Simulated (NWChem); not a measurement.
# CrNHSF₂; SMILES [NH]=[Cr]([F])([F])=[S]

Q: Give the equilibrium geometry at PBE0/def2-SVP (NWChem) as a list of bonds and angles, with the point group.

A: point group Cs; any orientation.
Bonds (Å): Cr1–N2 1.573, Cr1–S4 1.963, Cr1–F5 1.698, Cr1–F6 1.698, N2–H3 1.025. Bond angles (°): N2–Cr1–S4 107.2, N2–Cr1–F5 108.5, N2–Cr1–F6 108.5, S4–Cr1–F5 110.1, S4–Cr1–F6 110.1, F5–Cr1–F6 112.4, Cr1–N2–H3 146.8.
